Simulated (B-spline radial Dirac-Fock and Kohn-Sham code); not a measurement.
Photoemission from Kr at 3680 eV, detector at θ = 54.7°, φ = 180°

System: the free krypton atom, configuration [Ar] 3d10 4s2 4p6. Model: Dirac-Hartree-Slater photoionisation with a Latter tail; cross sections with all multipoles, angular parameters from the dipole term and its interference with E2. Program: a radial finite-basis atomic code. Thresholds are tabulated edges, those marked * orbital energies of the model. For linearly polarised light dσ/dΩ = σ/(4π) [1 + β P₂(cos θ) + (δ + γ cos²θ) sin θ cos φ], with θ from the polarisation vector and φ the angle between the beam and the projection of the electron momentum on the plane normal to the polarisation. The dipole factor is 1 + βP₂ and the non-dipole term is the rest of the bracket. Open shells are filled statistically over j.

| subshell | threshold (eV) | σ (kb) | β | γ | δ | dipole factor | non-dipole term | dσ/dΩ (kb/sr) |
| --- | --- | --- | --- | --- | --- | --- | --- | --- |
| 2s | 1921.0 | 23.2 | 2.00 | -0.07 | 0.000 | 1.002 | +0.019 | 1.88 |
| 2p1/2 | 1730.9 | 23.9 | 1.43 | 0.54 | 0.041 | 1.001 | -0.182 | 1.56 |
| 2p3/2 | 1678.4 | 44.5 | 1.46 | 0.57 | 0.042 | 1.001 | -0.190 | 2.87 |
| 3s | 292.8 | 4.05 | 2.00 | 0.10 | 0.000 | 1.002 | -0.028 | 0.314 |
| 3p1/2 | 222.2 | 2.95 | 1.39 | 0.73 | 0.035 | 1.001 | -0.227 | 0.182 |
| 3p3/2 | 214.4 | 5.48 | 1.42 | 0.75 | 0.036 | 1.001 | -0.233 | 0.335 |
| 3d3/2 | 95.00 | 0.804 | 0.82 | 0.93 | 0.180 | 1.001 | -0.401 | 0.0384 |
| 3d5/2 | 93.80 | 1.15 | 0.80 | 0.92 | 0.185 | 1.001 | -0.402 | 0.0550 |
| 4s | 26.86* | 0.500 | 2.00 | 0.14 | 0.000 | 1.002 | -0.037 | 0.0383 |
| 4p1/2 | 12.93* | 0.251 | 1.38 | 0.74 | 0.035 | 1.001 | -0.231 | 0.0154 |
| 4p3/2 | 12.22* | 0.458 | 1.41 | 0.76 | 0.035 | 1.001 | -0.237 | 0.0279 |

Values without a named source are computed, but for edge energies of neutral atoms, which are taken from tables.
